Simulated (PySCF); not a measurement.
## Frontier levels across methods

Species: C₃H₆BClS.
SMILES with atom numbers: `[CH2:1]=[C:2]([Cl:3])[BH:4][S:5][CH3:6]` (hydrogens: H7, H8 on C1; H9 on B4; H10, H11, H12 on C6)

Structure used (PBE0-D3(BJ)/def2-SVP), in Å, numbered top down from 1:
```
atom  x, y, z in Å
C1     2.5022   -0.1906    0.0782
C2     1.6026    0.7869    0.2543
Cl3    2.1550    2.4342    0.4637
B4     0.0538    0.6102    0.2531
S5    -0.6200   -0.9382    0.7891
C6    -2.4032   -0.7664    0.4875
H7     3.5777    0.0025    0.0482
H8     2.1566   -1.2193   -0.0559
H9    -0.6831    1.4969   -0.0998
H10   -2.8972   -1.6412    0.9297
H11   -2.7867    0.1451    0.9630
H12   -2.6128   -0.7413   -0.5896
```

Basis pcSseg-1 throughout (PySCF), one geometry. Geometry: PBE0-D3(BJ)/def2-SVP, one conformer, isolated molecule.

Question: How do the orbital energies, the gap and the dipole change with the method?

Answer: 
| method | kind | HOMO (eV) | LUMO (eV) | gap (eV) | μ (D) | SCF cycles |
| --- | --- | --- | --- | --- | --- | --- |
| BLYP | GGA | -6.02 | -2.54 | 3.48 | 2.33 | 15 |
| B97-D | GGA | -6.17 | -2.59 | 3.58 | 2.34 | 15 |
| PBE | GGA | -6.22 | -2.74 | 3.48 | 2.37 | 15 |
| OPBE | GGA | -6.22 | -2.65 | 3.57 | 2.37 | 15 |
| KT3 | GGA | -6.25 | -2.67 | 3.58 | 2.32 | 15 |
| KT2 | GGA | -6.25 | -2.74 | 3.52 | 2.37 | 15 |
| BP86 | GGA | -6.32 | -2.82 | 3.50 | 2.39 | 15 |
| LDA | LDA | -6.37 | -2.97 | 3.41 | 2.46 | 14 |
| B3LYP | global hybrid | -7.10 | -2.04 | 5.06 | 2.35 | 14 |
| B97-2 | global hybrid | -7.11 | -1.90 | 5.21 | 2.36 | 13 |
| PBE0 | global hybrid | -7.35 | -1.90 | 5.46 | 2.38 | 13 |
| mPW1PW91 | global hybrid | -7.38 | -1.90 | 5.48 | 2.38 | 12 |
| BHandHLYP | global hybrid | -8.30 | -0.85 | 7.44 | 2.34 | 12 |
| CAM-B3LYP | range-separated hybrid | -8.60 | -0.77 | 7.83 | 2.36 | 12 |
| wB97X-D | range-separated hybrid | -9.18 | -0.13 | 9.05 | 2.38 | 13 |
| HF | Hartree–Fock | -9.77 | 1.67 | 11.44 | 2.32 | 11 |
| LC-wPBE | range-separated hybrid | -9.99 | 0.25 | 10.25 | 2.37 | 14 |

The HOMO spans 3.97 eV, from BLYP down to LC-wPBE, and the gap runs from 3.41 eV (LDA) to 11.44 eV (HF). Over the methods BLYP (0 %), B97-D (0 %), PBE (0 %), OPBE (0 %), KT3 (0 %), KT2 (0 %), BP86 (0 %), LDA (0 %), B3LYP (20 %), B97-2 (21 %), PBE0 (25 %), mPW1PW91 (25 %), BHandHLYP (50 %), HF (100 %), a straight line through the gap against the share of exact exchange rises by 0.79 eV for each 10 % (correlation coefficient 1.000). The dipole ranges from 2.32 D (KT3) to 2.46 D (LDA). This basis has no diffuse functions.
